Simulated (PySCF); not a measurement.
## A survey of ²⁹Si NMR shifts

PySCF 2.14 calculation with structure optimised with GFN2-xTB and shieldings: GIAO PBE0/pcSseg-1; fast rotation and ring inversion assumed for equivalent nuclei, relativity neglected, no solvent model, one conformer.

Shieldings were converted by a linear fit to measured shifts: ²⁹Si: δ = 279.94 − 0.822σ (rms 8.9 ppm, 72 shifts, 25.8 ppm with the 6 outliers that the fit left out vs TMS, solution or neat liquid). Occasional misses reach two or three times the rms, and more in compound classes unlike the fitted ones.

Question: Give the ²⁹Si shifts of `CO[C@@H]1C[SiH2]O[Si@@H]1Cl`, `[SiH3]S`, `N#C[SiH2][Si@](N)(S)C#N`, `CN[Si@@H](P)[SiH2]N(C)C`, `CC#C[Si@@H](S[SiH3])[C@H]1C[C@H]1F`.

Answer: 
| compound | environment | δ (ppm) |
| --- | --- | --- |
| [CH3:1][O:2][C@@H:3]1[CH2:4][SiH2:5][O:6][Si@@H:7]1[Cl:8] | Si7: silicon bonded to C, Cl, O, H, in a 5-membered ring | -4.1 |
| [CH3:1][O:2][C@@H:3]1[CH2:4][SiH2:5][O:6][Si@@H:7]1[Cl:8] | Si5: silicon bonded to C, O, 2 H, in a 5-membered ring | -11.5 |
| [SiH3]S | silicon bonded to S, 3 H | -56.5 |
| [N:1]#[C:2][SiH2:3][Si@:4]([NH2:5])([SH:6])[C:7]#[N:8] | Si4: silicon bonded to C, N, S, Si | -37.7 |
| [N:1]#[C:2][SiH2:3][Si@:4]([NH2:5])([SH:6])[C:7]#[N:8] | Si3: silicon bonded to C, Si, 2 H | -89.6 |
| [CH3:1][NH:2][Si@@H:3]([PH2:4])[SiH2:5][N:6]([CH3:7])[CH3:8] | Si3: silicon bonded to N, P, Si, H | -35.1 |
| [CH3:1][NH:2][Si@@H:3]([PH2:4])[SiH2:5][N:6]([CH3:7])[CH3:8] | Si5: silicon bonded to N, Si, 2 H | -45.9 |
| [CH3:1][C:2]#[C:3][Si@@H:4]([S:5][SiH3:6])[C@H:7]1[CH2:8][C@H:9]1[F:10] | Si4: silicon bonded to 2 C, S, H | -31.1 |
| [CH3:1][C:2]#[C:3][Si@@H:4]([S:5][SiH3:6])[C@H:7]1[CH2:8][C@H:9]1[F:10] | Si6: silicon bonded to S, 3 H | -56.0 |

Question: Order these by ²⁹Si shift, lowest first.
A. CCc1ccc([SiH3])cp1
B. FCC[C@@H]1CS[SiH2]S1
C. F[C@@H]1C[SiH2]CSSC1
D. C[C@@H]1[SiH2]SCS[C@@H]1F

Answer: A (-59.9 ppm, silicon bonded to C, 3 H), C (-49.2 ppm, silicon bonded to 2 C, 2 H, in a 7-membered ring), D (-32.8 ppm, silicon bonded to C, S, 2 H, in a 6-membered ring), B (-7.2 ppm, silicon bonded to 2 S, 2 H, in a 5-membered ring).
